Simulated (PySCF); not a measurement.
Isomers of C9H10, mass 118.078 u with the commonest isotopes. Method used: PBE0-D3(BJ)/def2-SVP geometry optimisation, gas phase (PySCF 2.14.0). One conformer each, none proved a minimum here; rigid rotors.

Question: Order these by out-of-plane moment Σ m c² = (Ia + Ib − Ic)/2, smallest first.
A. `[CH2:1]=[C:2]([CH3:3])[c:4]1[cH:5][cH:6][cH:7][cH:8][cH:9]1` with C1–C2–C4–C5 -154° (alpha-methylstyrene)
B. `C#C/C(C)=C1/CCC1=C`
C. `[CH2:1]=[CH:2][C:3]1=[CH:4][CH:5]=[CH:6][CH2:7][CH:8]=[CH:9]1` with C1–C2–C3–C4 -174°, C3–C4–C5–C6 -32°, C5–C6–C7–C8 67°, C6–C7–C8–C9 -68°, C2–C3–C9–C8 -152°
D. `[cH:1]1[cH:2][cH:3][c:4]([CH:5]2[CH2:6][CH2:7]2)[cH:8][cH:9]1` with C3–C4–C5–C6 -144°
E. `[CH2:1]=[CH:2][CH2:3][c:4]1[cH:5][cH:6][cH:7][cH:8][cH:9]1` with C1–C2–C3–C4 -120°, C2–C3–C4–C5 51°
F. `[CH3:1][C:2]1=[CH:3]/[CH:4]=[CH:5]\[CH:6]=[CH:7]/[CH:8]=[CH:9]\1` with C2–C3–C4–C5 -56°, C4–C5–C6–C7 54°, C6–C7–C8–C9 -55°, C1–C2–C9–C8 -125°
G. `[CH2:1]=[CH:2][c:3]1[cH:4][cH:5][cH:6][c:7]([CH3:8])[cH:9]1` with C1–C2–C3–C4 0°

Answer: G (1.58 u·Å²), B (4.79 u·Å²), A (8.02 u·Å²), E (13.11 u·Å²), C (16.59 u·Å²), D (19.84 u·Å²), F (34.17 u·Å²).

Question: Order these by rotational constant A, largest first.
A. `C#C/C(C)=C1/CCC1=C`
B. `[CH3:1][C:2]1=[CH:3]/[CH:4]=[CH:5]\[CH:6]=[CH:7]/[CH:8]=[CH:9]\1` with C2–C3–C4–C5 -56°, C4–C5–C6–C7 54°, C6–C7–C8–C9 -55°, C1–C2–C9–C8 -125°
C. `[CH2:1]=[CH:2][CH2:3][c:4]1[cH:5][cH:6][cH:7][cH:8][cH:9]1` with C1–C2–C3–C4 -120°, C2–C3–C4–C5 51°
D. `[CH2:1]=[CH:2][C:3]1=[CH:4][CH:5]=[CH:6][CH2:7][CH:8]=[CH:9]1` with C1–C2–C3–C4 -174°, C3–C4–C5–C6 -32°, C5–C6–C7–C8 67°, C6–C7–C8–C9 -68°, C2–C3–C9–C8 -152°
E. `[CH2:1]=[CH:2][c:3]1[cH:4][cH:5][cH:6][c:7]([CH3:8])[cH:9]1` with C1–C2–C3–C4 0°

Answer: C (4213 MHz), E (3527 MHz), D (3388 MHz), B (2540 MHz), A (2392 MHz).

Question: Order these by rotational constant B, smallest first.
A. `[CH2:1]=[CH:2][C:3]1=[CH:4][CH:5]=[CH:6][CH2:7][CH:8]=[CH:9]1` with C1–C2–C3–C4 -174°, C3–C4–C5–C6 -32°, C5–C6–C7–C8 67°, C6–C7–C8–C9 -68°, C2–C3–C9–C8 -152°
B. `C#C/C(C)=C1/CCC1=C`
C. `[CH3:1][C:2]1=[CH:3]/[CH:4]=[CH:5]\[CH:6]=[CH:7]/[CH:8]=[CH:9]\1` with C2–C3–C4–C5 -56°, C4–C5–C6–C7 54°, C6–C7–C8–C9 -55°, C1–C2–C9–C8 -125°
D. `[CH2:1]=[CH:2][c:3]1[cH:4][cH:5][cH:6][c:7]([CH3:8])[cH:9]1` with C1–C2–C3–C4 0° (3-methylstyrene)
E. `[CH2:1]=[CH:2][CH2:3][c:4]1[cH:5][cH:6][cH:7][cH:8][cH:9]1` with C1–C2–C3–C4 -120°, C2–C3–C4–C5 51°
F. `[CH2:1]=[C:2]([CH3:3])[c:4]1[cH:5][cH:6][cH:7][cH:8][cH:9]1` with C1–C2–C4–C5 -154° (alpha-methylstyrene)

Answer: E (985.2 MHz), D (1124 MHz), F (1204 MHz), A (1244 MHz), B (1403 MHz), C (1552 MHz).

| SMILES | point group | Ia (u·Å²) | Ib (u·Å²) | Ic (u·Å²) | κ | μa (D) | μb (D) | μc (D) |
| --- | --- | --- | --- | --- | --- | --- | --- | --- |
| C=CCc1ccccc1 | C1 | 119.96 | 512.95 | 606.70 | -0.91 | 0.04 | 0.15 | 0.04 |
| C#C/C(C)=C1/CCC1=C | Cs | 211.31 | 360.29 | 562.02 | -0.33 | 0.48 | 0.69 | 0.00 |
| C=CC1=CC=CCC=C1 | C1 | 149.15 | 406.13 | 522.10 | -0.77 | 0.53 | 0.14 | 0.04 |
| C=Cc1cccc(C)c1 | near Cs | 143.27 | 449.50 | 589.61 | -0.80 | 0.56 | 0.13 | 0.01 |
| C=C(C)c1ccccc1 | – | 140.87 | 419.63 | 544.45 | -0.79 | 0.04 | 0.33 | 0.09 |
| CC1=C/C=C\C=C/C=C\1 | C1 | 198.96 | 325.60 | 456.22 | -0.38 | 0.32 | 0.17 | 0.09 |
| c1ccc(C2CC2)cc1 | Cs | 119.05 | 456.37 | 535.74 | -0.90 | 0.52 | 0.08 | 0.00 |
